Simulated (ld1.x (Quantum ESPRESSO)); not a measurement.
## silver (Ag) TM: all-electron and pseudo phase curves

| Property | Result |
| --- | --- |
| Element | Ag (Z = 47) |
| Generator | ld1.x (Quantum ESPRESSO) 7.5 |
| Type | norm-conserving Troullier–Martins (Kleinman–Bylander form) |
| Functional | PBE |
| Relativity | fully relativistic |
| Frozen core | [Kr] |
| Valence charge | 11 |
| Reference configuration | 4d10 5s1 5p0 |
| Partial waves | 5s (bound): rc 2.65 bohr; 5p (bound, empty): rc 4.20 bohr; 4d (bound): rc 1.90 bohr |
| Local potential | all-electron potential smoothed inside 1.80 bohr (lloc = -2) |
| Core correction | Bessel-smoothed model core, default radius (core density twice the valence density) |

Open shells are filled in proportion to 2j + 1 (rel_dist='average').

The phase is arctan(r·u′/u) with u = r·R(r), unwrapped; energies in Ry, scanned from -3 to 5 Ry. A pole is an energy at which the radial function vanishes at the test radius. The pseudo phase is shifted by a multiple of π to meet the all-electron one at the reference energy, and phase errors are pseudo minus all-electron; the curves can meet again beyond the range given. Levels narrower than the energy grid can be missing from the lists of poles. n/a: not evaluated, since a narrow level or a reset projector energy made the automatic matching unsafe.

Task: For each channel, where are the poles, and over which energies does the pseudopotential scatter like the atom?

Result:

```csv
channel,radius (bohr),reference energy (Ry),"poles, all-electron","poles, pseudo",unbroken range about the reference energy with phases within 0.05 rad,phase error 1 Ry above the reference energy (rad)
s,4.57,-0.32,"-0.15, 2.05","-0.15, 1.06, 2.31",below 0.4,-0.460
p1/2,4.57,-0.06,"0.34, 2.63","0.34, 1.94, 3.84",below 0.8,-0.094
p3/2,4.57,-0.05,"0.38, 2.71","0.38, 1.90, 3.82",below 0.9,-0.088
d3/2,4.57,-0.57,"1.28, 3.90","1.29, 4.02",n/a,n/a
d5/2,4.57,-0.53,"1.29, 3.92","1.30, 4.04",n/a,n/a
```

Phases in the p3/2 channel:

| E (Ry) | all-electron | pseudo |
| --- | --- | --- |
| -3.00 | 1.442 | 1.442 |
| -2.52 | 1.429 | 1.429 |
| -2.04 | 1.412 | 1.412 |
| -1.56 | 1.387 | 1.387 |
| -1.08 | 1.345 | 1.344 |
| -0.60 | 1.242 | 1.242 |
| -0.12 | 0.363 | 0.363 |
| 0.36 | -1.555 | -1.560 |
| 0.84 | -1.798 | -1.842 |
| 1.32 | -2.792 | -4.059 |
| 1.80 | -4.461 | -4.673 |
| 2.28 | -4.642 | -4.901 |
| 2.76 | -4.719 | -7.404 |
| 3.24 | -4.782 | -7.764 |
| 3.72 | -4.876 | -7.843 |
| 4.20 | -5.264 | -7.896 |
| 4.68 | -7.463 | -7.962 |
